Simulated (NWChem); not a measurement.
Si$_{6}$H$_{11}$, doublet; SMILES [SiH]1[SiH2][SiH2][SiH2][SiH2][SiH2]1

```xyz
17

Si    -1.9601    -0.7554     0.5913
Si    -1.7055     1.2073    -0.6485
Si     0.2590     2.3040     0.0663
Si     1.9093     0.7117     0.6150
Si     1.6084    -1.2104    -0.7058
Si    -0.3023    -2.3371     0.0957
H     -2.0333    -0.4733     2.0632
H     -2.8952     2.1067    -0.5233
H     -1.5448     0.8197    -2.0867
H     -0.0549     3.1362     1.2717
H      0.7676     3.2108    -1.0136
H      3.2771     1.2964     0.4412
H      1.7425     0.3222     2.0527
H      2.8123    -2.1015    -0.6839
H      1.3557    -0.7929    -2.1230
H      0.0397    -3.0983     1.3393
H     -0.7919    -3.3077    -0.9344
```
Atoms are numbered in this order, from 1.

Computed with NWChem. Pople sets run with spherical d functions. Spin-unrestricted. All runs use the structure optimised with PBE0/def2-SVP, spin-unrestricted. Not confirmed as a minimum by frequencies. No stability test was run on the SCF state.

For level PBE/6-31G*:

```yaml
highest occupied level (eV): -4.97
lowest empty minus highest occupied level, either spin (eV): 1.31
dipole (D): 0.29
```

Q: How do the values read with level MPW1K/6-31G* instead?

A: 
- highest occupied level (eV) = -6.74
- lowest empty minus highest occupied level, either spin (eV) = 4.42
- dipole (D) = 0.17
